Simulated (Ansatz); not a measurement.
Ansatz (an electronic-structure program) input:

Ansatz 0.2 input:
```yaml
crystal:
  periodic: [false, false, false]
  atoms:
    - {symbol: B, position_ang: [-0.00504885, 0.07027851, -0.02206237]}
    - {symbol: C, position_ang: [1.51726017, -0.31977817, -0.03089669]}
    - {symbol: C, position_ang: [-1.12787398, -0.95318652, 0.40455145]}
    - {symbol: O, position_ang: [-0.31866220, 1.34420214, -0.40592128]}
    - {symbol: H, position_ang: [2.14051365, 0.41035576, -0.54856856]}
    - {symbol: H, position_ang: [1.68309054, -1.30530359, -0.47471906]}
    - {symbol: H, position_ang: [1.87953262, -0.39379791, 1.00119049]}
    - {symbol: H, position_ang: [-2.11204501, -0.50431847, 0.56583324]}
    - {symbol: H, position_ang: [-1.24043476, -1.71361619, -0.37664478]}
    - {symbol: H, position_ang: [-0.85129881, -1.49839539, 1.31096394]}
    - {symbol: H, position_ang: [-1.26113342, 1.53785438, -0.36230162]}
basis:
  gaussian:
    orbitals: aug-cc-pVDZ
magnetization: {spin_polarized: false}
correlation: {method: ccsd_t, electrons: outside_noble_gas}
output: {forces: true}
```

Predict the final energy.

-180.10814 Eh (CCSD(T)/aug-cc-pVDZ). The basis has 155 functions. The run takes roughly 5 core-minutes.
